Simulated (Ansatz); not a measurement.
CHBINO. The species carries charge 0 and has multiplicity 1. I: def2 effective core potential. The bonds changed during the relaxation, so this is another structure than the one it started from. The structure was optimised at the PBE0-D4/def2-TZVP level.

```xyz
6

I     1.284   -2.502    0.269
B     0.316   -0.665    0.100
N    -0.789    0.022    0.823
C    -0.488    0.888   -0.062
O     0.561    0.377   -0.838
H    -0.884    1.879   -0.292
```

(1) What is the dipole moment at r2SCAN/def2-TZVPP? (Estimate.)

(2) And with PBE, B3LYP, ωB97M-V? (Estimate.)

(3) Give the Mulliken charges with r2SCAN, B3LYP, PBE in def2-TZVPP. (Best estimate.)

Answers

(1) Ansatz gave: 1.07 D, with components (0.30, 0.69, -0.77) D in this frame, pointing from negative to positive charge.

(2) The calculation gave: PBE 0.99 D, B3LYP 1.03 D, ωB97M-V 1.14 D.

(3) Computed: 
```csv
atom,r2SCAN,B3LYP,PBE
I1,0.11,0.08,0.11
B2,0.17,0.17,0.10
N3,-0.33,-0.27,-0.24
C4,0.29,0.20,0.17
O5,-0.35,-0.33,-0.27
H6,0.11,0.15,0.13
```

B3LYP here is the variant with VWN-RPA as its local correlation; programs differ in this.
